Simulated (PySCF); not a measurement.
Compound: CH11Ge3N.
Structure used (PBE0-D3(BJ)/def2-SVP), in Å, numbered top down from 1:
```xyz
16
CH11Ge3N angstrom
C     -1.765   -1.652   -0.767
N     -0.452   -1.434   -0.204
Ge     0.434    0.152   -0.522
Ge     2.602   -0.026    0.548
Ge    -0.765    2.119    0.298
H     -2.577   -1.041   -0.323
H     -1.749   -1.431   -1.847
H     -2.057   -2.711   -0.668
H     -0.391   -1.740    0.763
H      0.572    0.260   -2.057
H      3.415    1.261    0.314
H      2.409   -0.204    2.067
H      3.401   -1.228    0.011
H     -0.932    2.032    1.829
H      0.005    3.415   -0.026
H     -2.172    2.228   -0.326
```

Linear response at CAM-B3LYP/def2-SVPD (PySCF, frozen core in the response, non-relativistic). One conformer (not necessarily the lowest) at the PBE0-D3(BJ)/def2-SVP geometry, without solvent, vibrations or thermal averaging. Relativistic effects, spin–orbit coupling among them, are left out although an element past zinc is present.

Static isotropic polarisability: 124.75 au (18.49 Å³), principal values 102.8, 127.5, 143.9 au.

Problem. What is the polarisability at 1064 nm and at the sodium D line?

Solution. 126.41 au at 1064 nm (+1.3 %), 130.43 au at 589.3 nm (+4.6 %). The rise at 589.3 nm is 3.41 times that at 1064 nm; a pure ω² law gives 3.26. The lowest singlet lies at 234 nm, shorter than both wavelengths.

Problem. What is the isotropic C6 coefficient between two such molecules, C6 = (3/π)∫α(iω)² dω?

Solution. 4937 au (Eh·bohr⁶) by a ten-point quadrature over imaginary frequencies, which is 2950 eV·Å⁶ or 285 J·nm⁶/mol.

Problem. Which effective excitation energy ω̄ makes London's formula C6 = (3/4)α²ω̄ exact here?

Solution. ω̄ = 4·C6/(3α²) = 0.423 Eh = 11.5 eV. A one-pole form α(ω) = α/(1 − ω²/ω̄²) fitted to the 1064 nm value gives 10.2 eV. London's choice of the ionisation energy (8.32 eV, ΔSCF at the same level) gives C6 = 3570 au, 28 % too low.

Problem. What does −C6/R⁶ come to at R = 12 Å between centres?

Solution. -95 J/mol. This is the leading, orientation-averaged term; C8 and higher terms are left out.

Problem. What n − 1 at the D line would an ideal gas of it have at 273.15 K and 1 atm (2.6868 × 10¹⁹ cm⁻³), by n − 1 = 2π·N·α′?

Solution. 32.63 × 10⁻⁴, a formal value whether or not that pressure can be reached.

Problem. What three-body coefficient follows from the one-pole estimate C9 = (3/4)·α·C6?

Solution. 462000 au. This is an estimate from the two numbers above, not a computed integral.

Problem. How anisotropic is the static polarisability, by Δα² = ½[(α1 − α2)² + (α2 − α3)² + (α3 − α1)²]?

Solution. Δα = 35.8 au, or 0.29 of the isotropic value.

Problem. The lowest 10 singlets have (eV, f): 5.30, 0.014; 5.88, 0.168; 6.11, 0.033; 6.24, 0.114; 6.45, 0.004; 6.67, 0.005; 6.81, 0.020; 7.04, 0.049; 7.12, 0.272; 7.29, 0.133. What share of the static polarisability do they carry in the sum over states α = Σ f/ω²?

Solution. 13.81 au, 11.1 % of α; the largest term, 3.97 au, is that of the state at 7.12 eV. Their oscillator strengths add up to 0.81. Higher states carry the rest.

The run took 5.4 min (grids of density and orbitals included) on one thread of an Arm Neoverse N1, shared host, and the process peaked at 1.2 GiB of memory. This is the whole response run at CAM-B3LYP/def2-SVPD, SCF included.
